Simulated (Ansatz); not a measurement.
Start from `[SiH3][O][Al]([SH])[Cl]` and change one atom or group to get `[SH][Al]([Cl])[Cl]`.

Ansatz, PBE0-D4/def2-TZVP geometries, multiplicity 1. Each molecule was computed in one conformer, which needn't be the lowest.

```
                                          property  `[SiH3][O][Al]([SH])[Cl]`
    size of the dipole moment (PBE/def2-TZVPP) / D                       1.36
              HOMO–LUMO gap (PBE0/def2-TZVPP) / eV                       7.15
                LUMO energy (PBE0/def2-TZVPP) / eV                      -0.91
size of the dipole moment (ωB97M-V/def2-TZVPP) / D                       1.40
                 LUMO energy (PBE/def2-TZVPP) / eV                      -1.76
               HOMO energy (B3LYP/def2-TZVPP) / eV                      -7.79
```

Task: What does the change do to each property? (Estimate.)

Result: Computed: 
```json
{"property": "size of the dipole moment (PBE/def2-TZVPP) / D", "`[SH][Al]([Cl])[Cl]`": "1.03", "shift": "-0.33"}
{"property": "HOMO–LUMO gap (PBE0/def2-TZVPP) / eV", "`[SH][Al]([Cl])[Cl]`": "7.25", "shift": "0.10"}
{"property": "LUMO energy (PBE0/def2-TZVPP) / eV", "`[SH][Al]([Cl])[Cl]`": "-1.01", "shift": "-0.10"}
{"property": "size of the dipole moment (ωB97M-V/def2-TZVPP) / D", "`[SH][Al]([Cl])[Cl]`": "1.00", "shift": "-0.40"}
{"property": "LUMO energy (PBE/def2-TZVPP) / eV", "`[SH][Al]([Cl])[Cl]`": "-1.85", "shift": "-0.09"}
{"property": "HOMO energy (B3LYP/def2-TZVPP) / eV", "`[SH][Al]([Cl])[Cl]`": "-7.98", "shift": "-0.19"}
```

With PBE0 the HOMO falls by 0.19 eV and the LUMO falls by 0.10 eV, so the gap widens by about 0.09 eV. PBE moves the HOMO by -0.19 eV and ωB97M-V by -0.19 eV. Dipoles are sizes alone; their direction can turn.

B3LYP here is the variant with VWN-RPA as its local correlation; programs differ in this.
